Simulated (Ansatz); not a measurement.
A structure relaxed at PBE0-D4/def2-TZVP, charge 0, multiplicity 1:

```xyz
13

N     1.3578    0.4658    0.6859
C     0.2867   -0.2889    0.1804
F     0.4651   -1.7073    0.4066
Si    0.1811   -0.0909   -1.7108
Si   -1.3227    0.1667    1.0912
H     2.2454    0.2924    0.2325
H     1.4625    0.4265    1.6913
H    -0.7768   -1.0771   -2.2669
H     1.5417   -0.3270   -2.2658
H    -0.2633    1.2854   -2.0468
H    -1.0440    0.1164    2.5523
H    -2.3903   -0.8008    0.7401
H    -1.7432    1.5388    0.7101
```

Q: Give its formula and SMILES.

A: CH8FNSi2, `NC(F)([SiH3])[SiH3]`.

Q: Point group (tolerance 0.08 Å, 0.16 Å for H)?

A: Cs.

Q: Summarise the bond lengths by kind.

A: 1 × C–N 1.404 Å; 2 × H–N 1.012 Å; 1 × C–F 1.447 Å; 2 × C–Si 1.905 Å; 6 × H–Si 1.483 to 1.488 Å.

Program: Ansatz 0.2.0.
